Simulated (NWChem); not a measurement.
ZnHOCl; SMILES [Cl][Zn][OH]

```xyz
4

Zn    -0.2365     0.3234     0.0000
Cl     0.1143    -1.7396     0.0000
O     -0.6878     2.0134     0.0000
H      0.0519     2.6383     0.0000
```
Atoms are numbered in this order, from 1.

Program: NWChem. Pople sets run with spherical d functions. Structure relaxed at the B3LYP/6-31G* (spherical d) level. Vzz is the largest principal value of the second derivative of the potential at the nucleus (NWChem prints the opposite sign); η is the asymmetry. Non-relativistic.

| level | Vzz Zn1 (a.u.) | η Zn1 | Vzz Cl2 (a.u.) | η Cl2 | Vzz O3 (a.u.) | η O3 |
|---|---|---|---|---|---|---|
| CAM-B3LYP/cc-pVTZ | -2.299 | 0.15 | 1.800 | 0.03 | 1.345 | 0.81 |
| CAM-B3LYP/def2-TZVP | [?] | 0.16 | [?] | 0.03 | [?] | 0.82 |
| PBE0/cc-pVTZ | -2.284 | 0.15 | 1.771 | 0.03 | 1.320 | 0.84 |
| PBE0/6-31G* | -1.122 | 0.27 | 1.634 | 0.03 | 1.293 | 0.84 |

### Question
Some entries are withheld; supply them.

### Answer

- CAM-B3LYP/def2-TZVP, Vzz Zn1 (a.u.): -2.223
- CAM-B3LYP/def2-TZVP, Vzz Cl2 (a.u.): 1.907
- CAM-B3LYP/def2-TZVP, Vzz O3 (a.u.): 1.331
